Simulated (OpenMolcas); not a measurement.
Cr2+, Mo2+, W2+: d⁴ down the group

| Quantity | Value |
| --- | --- |
| Program | OpenMolcas 26.06 |
| Method | CASSCF |
| Basis | ANO-RCC-VTZP |
| Scalar Hamiltonian | DKH2, point nucleus |
| Spin-orbit coupling | RASSI with atomic mean-field integrals over the reference wave functions, term energies averaged over their components |

Active space for each ion: 4 electrons in 5 orbitals (d).

Computed levels in cm-1 above ⁵D₀:

```tsv
Level	Cr2+	Mo2+	W2+
⁵D₁	64.8	217	1596
⁵D₂	193	618	3519
⁵D₃	379	1161	5424
⁵D₄	621	1814	7211
³H₄	20113	15831	16342
³H₅	20245	16314	19241
³H₆	20397	16787	20787
³P₀(1)	21815	16248	15107
³P₁(1)	22196	17470	19763
weight of ⁵D in the lowest level (%)	100	99	84
```

Mixed levels, with the weight of the term that names them: W2+ ³H₄ (66 %), W2+ ³P₀(1) (74 %).

Measured, with the error of the calculation in %. Measured levels: Cr2+ from Sugar and Corliss, J. Phys. Chem. Ref. Data 6, 317 (1977); Mo2+ from Sugar and Musgrove, J. Phys. Chem. Ref. Data 17, 155 (1988); W2+ from NIST levels as listed in McCann et al., Mon. Not. R. Astron. Soc. 538, 537 (2025).

```csv
Level,Cr2+,Mo2+,W2+
⁵D₁,62.2 (+4.2),242 (-10.3),2256 (-29.3)
⁵D₂,183 (+5.1),668 (-7.6),4461 (-21.1)
⁵D₃,357 (+6.4),1224 (-5.1),6278 (-13.6)
⁵D₄,576 (+7.9),1872 (-3.1),7687 (-6.2)
³H₄,17274 (+16.4),12680 (+24.9),13701 (+19.3)
³H₅,17397 (+16.4),13276 (+22.9),
³H₆,17531 (+16.3),13811 (+21.5),
³P₀(1),16771 (+30.1),11149 (+45.7),9904 (+52.5)
³P₁(1),17169 (+29.3),12510 (+39.6),12881 (+53.4)
```

The fine-structure level ⁵D₄ changes by a factor of 11.6 from Cr2+ to W2+.

Without spin-orbit coupling ³H lies 19900, 15318, 14551 cm-1 above ⁵D in that order; the difference to the level ³H₄, of either sign, comes from spin-orbit coupling, which also lowers the zero.

Without dynamic correlation excited terms often stand tens of per cent too high (terms of higher spin than the ground term too low), and those without a measured partner can miss by more than the paired ones. Levels of configurations with an s electron are missing; early in the row they begin among the upper levels of the d shell and mix with terms of their name (holds for Mo2+). Configurations with an s electron lie low in 5d ions of this charge, fall among these levels and mix in, so low-spin terms can stand far too high, up to twice their true height, and weights are not those of the real levels (holds for W2+). Some levels mix across a computed gap that differs much from the measured one, so their mixing is not that of the real levels (holds for W2+). Measured partners are found by configuration, term and J. A level has none where our copy of the source lacks it or the pairing is in doubt (some pairs that miss far off the trend of their configuration count as doubtful), and it then counts in no deviation. Only configurations of the active space appear.

A number in round brackets counts repeated terms of one configuration in the order of the reference energies.
